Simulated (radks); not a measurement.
Q: Spherical quantum dot in the effective-mass picture: electrons in a hard-walled sphere of radius 8.45, with a point charge +1 (a donor) at the centre, all in effective atomic units (hartree* = m*/eps^2 hartree, bohr* = eps/m* bohr), one dielectric constant everywhere. Method: non-relativistic Kohn-Sham, PBE, spin-polarised, spherical densities; computed with a radial shooting solver with Libxc functionals. Levels are named by radial order and angular momentum (1s, 1p, 1d, 2s, ...), and open shells are averaged over m. At N = 7 the configuration is 1s2 1p(up 3, down 1) 2s(up 1, down 0). Does electron 8 go into 1d up or 2s down or 1p down?

A: Into 1p down. The total energies of the other choices lie higher by 0.0456 hartree* (1d up), 0.0924 hartree* (2s down).
